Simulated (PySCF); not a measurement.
Positional isomers: quinoline silyl. Isolated molecules, 0 K electronic values unless said otherwise. Strings in code marks are SMILES.

Computed with PBE-D3(BJ)/def2-TZVP // PBE-D3(BJ)/def2-SVP run with PySCF. Excitations are Tamm–Dancoff values on a coarser integration grid. The basis has no diffuse functions, so Rydberg states are missing or too high.

```tsv
species	S1–T1 gap (TDA) (eV)	S1 oscillator strength	T1 excitation (TDA) (eV)
`c1c2ccc([SiH3])nc2ccc1`	(withheld)	0.001	(withheld)
`c12c(nccc2)cc(cc1)[SiH3]`	0.57	(withheld)	2.95
`c1ccnc2ccc([SiH3])cc21`	0.56	0.001	2.96
`c12c(ncc(c1)[SiH3])cccc2`	0.51	0.001	2.95
```

### Question
Fill in the missing entries.

### Answer

- `c1c2ccc([SiH3])nc2ccc1`, S1–T1 gap (TDA) (eV): 0.44
- `c1c2ccc([SiH3])nc2ccc1`, T1 excitation (TDA) (eV): 2.87
- `c12c(nccc2)cc(cc1)[SiH3]`, S1 oscillator strength: 0.001
